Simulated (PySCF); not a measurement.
C₆ coefficients of unlike pairs at PBE

Calculated with PySCF 2.14 from the dipole response of each species, C₆(A,B) = (3/π) ∫ α_A(iu) α_B(iu) du, in atomic units, from isotropic polarisabilities. For ions this is the dispersion term alone; charge-induced terms of lower order in 1/R come first.

```csv
species,configuration,basis,relativity,α (bohr³),C₆ (like pair)
Ar²⁺,[Ne] 3s2 3p4 (3P),aug-cc-pV(D+d)Z (5s4p3d),none,4.813,16.99
Ne,[Ne] (1S),aug-cc-pVTZ-DK (5s4p3d2f),spin-free X2C,2.640,6.473
Pt,[Xe] 4f14 5d9 6s1 (3D),def2-TZVPPD with the def2 core potential (60 electrons) (6s5p3d2f1g),core potential,35.11,289.6
```

(1) Estimate C₆ for Pt with Ne.

No spin-orbit coupling is included.

The other pairs:

```csv
pair,C₆
"Ne, Ar²⁺",10.35
"Pt, Ar²⁺",64.95
```

Results:

(1) The integral gives 38.45. The combination rule 2 C_A C_B / (C_A α_B/α_A + C_B α_A/α_B) gives 34.76 and the geometric mean 43.29.
